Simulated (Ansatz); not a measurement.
`N#COCO` + `[CH3][AlH][CH3]` → `[CH3][Al]([CH3])[C]#N` + `OCO`  (formal exchange of groups at a C–O bond)

Program: Ansatz. Geometries: PBE0-D4/def2-TZVP. ΔE: electronic, gas phase. CBS: MP2 limit from def2 TZ/QZ plus the TZ coupled-cluster correction, frozen cores. This one scheme is used for every species. Functionals use def2-TZVPP. Each species was taken in one conformer, which may not be the lowest.

```tsv
species	PBE-D4 energy (Eh)
`N#COCO`	-282.97689
`[CH3][AlH][CH3]`	-322.63432
`[CH3][Al]([CH3])[C]#N`	-414.84108
`OCO`	-190.82698
```

(1) Work out ΔE.

Largest T1 diagnostic among the species: 0.014.

Answers

(1) ΔE = (-414.84108) + (-190.82698) − (-282.97689) − (-322.63432) = -0.05685 Eh = -149.3 kJ/mol. CCSD(T)/CBS gives -179.9 kJ/mol.

From PBE to PBE0 (25 % exact exchange), in def2-TZVPP and without D4, ΔE moves by −7.6 kJ/mol. In def2-TZVPP, CCSD(T) changes the Hartree–Fock value by −4.0 kJ/mol (the triples alone add +2.0 kJ/mol) and MP2 by −8.3 kJ/mol.
